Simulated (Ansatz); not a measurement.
Cost and result up the ladder for InO₃H₃ (7 atoms). Charge 0, multiplicity 1. Geometry: PBE0-D4/def2-SVP.

```xyz
7

In    0.7179    1.6398   -0.0097
O     0.2161   -0.2931    0.9726
O    -1.1870    0.3336   -1.0544
O     1.3528   -0.8548    0.2660
H    -0.8935   -0.2239   -0.2750
H    -2.1125    0.5526   -0.8989
H     1.9062   -1.1542    0.9994
```

Ansatz on 4 threads of Arm Neoverse V2 on a shared host. Times are rough, and most runs start from the orbitals of an earlier one. PBE0-D4/def2-TZVP serves as the yardstick here, not as an exact answer. Binding counts from free atoms at the same level (In doublet, O triplet, H doublet; other spins of the atoms weren't run), without zero-point energy or a counterpoise term.

In the def2 sets In takes a core potential; there is no spin–orbit coupling. Correlated methods freeze 7 core orbitals; core or outer-core shells of In are correlated, in sets that lack core-valence functions. The structure holds 1 bond(s) between oxygen atoms. Another isomer (singlet) lies 2.42 eV lower at PBE0-D4/def2-TZVP; other spin states weren't run for this one.

Correlated methods converge slowly with the basis.

| level | functions | wall time | binding energy per atom (eV) | difference from PBE0-D4/def2-TZVP (eV) |
| --- | --- | --- | --- | --- |
| PBE-D4/def2-TZVP (with forces) | 161 | 1.5 s | 3.13 | 0.19 |
| PBE0-D4/def2-TZVP | 161 | 2 s | 2.94 | 0.00 |
| r2SCAN-D4/def2-TZVP | 161 | 2.4 s | 3.01 | 0.07 |
| r2SCANh-D4/def2-TZVP | 161 | 2.8 s | 2.95 | 0.00 |
| B97M-V/def2-TZVP | 161 | 4.3 s | 2.99 | 0.05 |
| CCSD(T)/def2-TZVPP | 185 | 71 s | 2.92 | -0.02 |
